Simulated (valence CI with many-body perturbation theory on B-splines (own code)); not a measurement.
**Sensitivity of CI+MBPT for Mn XII**

Calculated by relativistic CI+MBPT: four valence electrons over a frozen Dirac-Fock core [Ne], radial functions for each j: 6 s, 6 p, 5 d, 3 f, 1 g, with the one-electron correlation potential Σ1 (screened to all orders), the two-electron term Σ2, the three-electron term Σ3, Breit, model QED; selected single and double excitations, second order for the rest, scaled by the run's own slope (own B-spline code, finite nucleus).

No measured levels were compared; by estimate levels of excited configurations hold to 0.05 to 0.15 % of their energy, terms of the ground configuration to about 0.5 %.

The reference run has the lowest level 3s²3p² ³P_0 and an ionisation energy of 313.208 eV. Its largest variational space holds 9996 state functions.

Names give the largest LS component (configuration and term), which can be under half, so a name can repeat, a term be missing and a line seem to break the LS rules; names also repeat where a configuration has a term twice.

Reference levels: 3s²3p² ³P_1 7216, 3s²3p² ³P_2 15042, 3s²3p² ¹D_2 42420, 3s²3p² ¹S_0 83334, 3s3p³ ⁵S°_2 195635, 3s3p³ ³D°_1 264407, 3s3p³ ³D°_2 264533, 3s3p³ ³D°_3 266597, 3s3p³ ³P°_0 303239, 3s3p³ ³P°_1 303735, 3s3p³ ³P°_2 304174, 3s3p³ ¹D°_2 334103 cm⁻¹.

Rank these changes by the mean size of the shift of these levels, smallest first.
A. scale of Σ2 1 → 0.8
B. scale of Σ2 1 → -1
C. box radius (bohr) 7.024 → 6.85; scale of Σ1 1 → 1.1
D. box radius (bohr) 7.024 → 6.85; logarithmic knot step 0.27 → 0.4

D (5.3 cm⁻¹), C (31 cm⁻¹), A (73 cm⁻¹), B (720 cm⁻¹).
